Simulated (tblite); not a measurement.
A tight-binding relaxation on `FC(F)C/C=[CH]/[GeH2][GeH3]`.

Computed with GFN2-xTB geometry optimisation, gas phase (tblite 0.8.0). Start geometry: from a force field or distance geometry. The input is one job of a driver script: a line of settings, then coordinates in Å.

Command:
```bash
OMP_NUM_THREADS=1 python probes_run.py task.json out
```

Input:
```
{"job": {"kind": "relax", "xc": "GFN2-xTB", "basis": "xTB"}, "charge": 0, "multiplicity": 1}
F     -2.693400     1.415100     0.106700
C     -2.866000     0.148900     0.602400
F     -4.175300    -0.233100     0.681000
C     -2.023000    -0.751600    -0.284400
C     -0.618300    -0.263900    -0.153700
C     -0.036900     0.144500    -1.279900
Ge     1.747400     0.821100    -1.390500
Ge     3.271200    -0.220700     0.123900
H     -2.394600     0.082900     1.621100
H     -2.417800    -0.687600    -1.310400
H     -2.159200    -1.779800     0.088400
H     -0.081400    -0.228400     0.777700
H     -0.612500     0.095900    -2.202100
H      2.271100     0.476900    -2.830900
H      1.837200     2.354300    -1.217900
H      4.539400    -0.722900    -0.632600
H      2.599000    -1.420400     0.831500
H      3.804400     0.775100     1.193300
```

Output:
```
step      E/eV     max force
  0    -732.84413    1.688
  1    -732.97805    1.161
  2    -733.11129    0.882
  3    -733.16585    0.630
  4    -733.20597    0.345
  5    -733.22201    0.293
  6    -733.23351    0.291
  7    -733.24502    0.280
  8    -733.25742    0.328
  9    -733.26773    0.241
... (137 lines left out)
147    -733.33190    0.015
148    -733.33195    0.015
149    -733.33200    0.018
150    -733.33206    0.024
151    -733.33212    0.019
152    -733.33217    0.018
153    -733.33222    0.017
154    -733.33225    0.013
155    -733.33227    0.011
156    -733.33228    0.006
```

«max force» is the largest atomic force in eV/Å.

Task: From which step on does the largest force stay under 0.1 eV/Å, and how much energy is left to gain from there?

Result: From step 16 (0.081 eV/Å), 38.3 meV above the end.

In short: energy lowered by 11.3 kcal/mol over 156 steps; largest atomic force 0.006 eV/Å at the end.

On Arm Neoverse N1, one thread, shared host with 64 logical CPUs at a one-minute load of 41, this took 2.0 s of wall time.
Labels such as C1 count atoms from 1, the log's own numbers from 0.
